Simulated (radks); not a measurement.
Results of a calculation; reference values are marked as such.
The table gives one normalised radial function P(r) = r R(r) (large component) of La12+ in [Ar] 3d10 4s2 4p(1/2: 1, 3/2: 4) 4d10 (r in bohr). Level of theory: Dirac Kohn-Sham, relativistic LDA (MacDonald-Vosko exchange, VWN5 correlation), spin-unpolarised, spherical densities, finite nucleus; Fermi nuclear charge, rms radius 4.855 fm (a radial shooting solver on a logarithmic mesh with Libxc functionals).

r           P
0.002422   0.0146
0.002731   0.0172
0.003104   0.0205
0.003528   0.0246
0.003977   0.0291
0.004521   0.0350
0.005138   0.0420
0.005793   0.0500
0.006584   0.0603
0.007483   0.0726
0.008505   0.0874
0.009589   0.1038
0.0109     0.1245
0.01239    0.1489
0.01397    0.1754
0.01587    0.2078
0.01804    0.2447
0.02034    0.2831
0.02312    0.3277
0.02628    0.3751
0.02986    0.4234
0.03367    0.4672
0.03827    0.5088
0.04349    0.5406
0.04904    0.5561
0.05574    0.5514
0.06335    0.5177
0.07142    0.4543
0.08118    0.3484
0.09226    0.2017
0.1049     0.0181
0.1182    -0.1780
0.1344    -0.3956
0.1527    -0.5968
0.1722    -0.7430
0.1957    -0.8231
0.2224    -0.7976
0.2508    -0.6629
0.285     -0.4018
0.324     -0.0414
0.3682     0.3747
0.4151     0.7627
0.4718     1.1139
0.5363     1.3477
0.6046     1.4322
0.6872     1.3780
0.781      1.2030
0.8806     0.9720
1.001      0.7053
1.138      0.4621
1.293      0.2709
1.458      0.1470
1.657      0.0671
1.883      0.0263
2.123      0.0093
2.413      0.0026

Which n and l does it have? It may be an empty orbital.

Answer. n = 4, l = 1: the number of nodes gives n - l - 1 = 2, the rise at small r points to l (for j = l - 1/2 the large component starts outside the nucleus as r^gamma with gamma = sqrt(l^2 - (Z/c)^2) = 0.91 and the r^(l+1) term takes over further out; the orbital of l - 1 with the same j starts with the same power, but with a larger coefficient, and does not steepen), and the extent must fit the shell. The curve is that of 4p1/2; the two j differ most near the nucleus, where j = l - 1/2 has the larger amplitude, and in heavy atoms j = l - 1/2 is also the more compact. 4p1/2: eigenvalue -403.43 eV, 2 radial nodes at r = 0.106, 0.328 bohr, <r> = 0.662 bohr, 90 % of the charge inside 0.959 bohr.
